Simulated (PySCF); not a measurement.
SnClI₃, SMILES [Cl][Sn]([I])([I])[I]. Atoms are numbered in the order given.

```xyz
5

Cl     0.0000     0.0000     2.7757
Sn     0.0000     0.0000     0.4179
I      2.2196     1.2815    -0.4282
I     -2.2196     1.2815    -0.4282
I      0.0000    -2.5630    -0.4282
```

Geometry optimised at B3LYP-D3(BJ)/def2-SVP. The def2 effective core potentials stand for the cores of I, Sn; spin–orbit coupling is left out.

Calculation: B3LYP-D3(BJ)/def2-SVP (PySCF).

Frequencies are harmonic and unscaled.

Modes within 1.5 cm⁻¹ of each other (mostly degenerate sets) share a row, with their intensities summed.

| mode | ν (cm⁻¹) | IR (km/mol) | moving atoms (share of kinetic energy) |
|---|---|---|---|
| 1–2 | 48 | 0.3 | I 83 %, Cl 10 % |
| 3 | 68 | 1.0 | I 52 %, Sn 37 %, Cl 11 % |
| 4–5 | 88 | 7.0 | Cl 66 %, I 27 % |
| 6 | 162 | 1.7 | I 77 %, Sn 16 % |
| 7–8 | 221 | 77.2 | Sn 62 %, I 37 % |
| 9 | 369 | 47.0 | Cl 76 %, Sn 24 % |
